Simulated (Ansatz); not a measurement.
CH$_{5}$ClSSi, SMILES `S[SiH2]CCl`, relaxed with RKS PBE0-D4/def2-TZVP in the Gaussian-basis code of Ansatz from a PBE-D4/def2-SVP geometry. The force threshold is 0.005 eV/Å; the program also tests the step.

Charge 0, multiplicity 1.

Start:

```xyz
9

S    -1.269   -1.291   -1.511
Si   -0.538    0.430   -0.416
C     0.632   -0.092    0.990
Cl    1.129    1.403    1.882
H    -0.073   -1.542   -2.114
H    -1.757    1.073    0.172
H     0.193    1.384   -1.318
H     1.548   -0.587    0.612
H     0.135   -0.779    1.703
```

(1) How much energy does the relaxation release, and in how many steps? (An estimate is asked.)

(2) Which bonds change most? (Estimate.)

(3) Give the relaxed structure. (Estimate.)

Results:

(1) The calculation gave: 3.79 kJ/mol, in 6 steps.

(2) Computed: S1–Si2 from 2.167 to 2.139 Å; C3–Cl4 from 1.810 to 1.787 Å; Si2–C3 from 1.902 to 1.880 Å; Si2–H7 from 1.502 to 1.482 Å.

(3) The calculation gave: 
```xyz
9

S    -1.242   -1.276   -1.499
Si   -0.536    0.424   -0.408
C     0.622   -0.093    0.981
Cl    1.141    1.383    1.844
H    -0.064   -1.514   -2.101
H    -1.747    1.049    0.170
H     0.182    1.369   -1.297
H     1.516   -0.595    0.611
H     0.128   -0.747    1.699
```
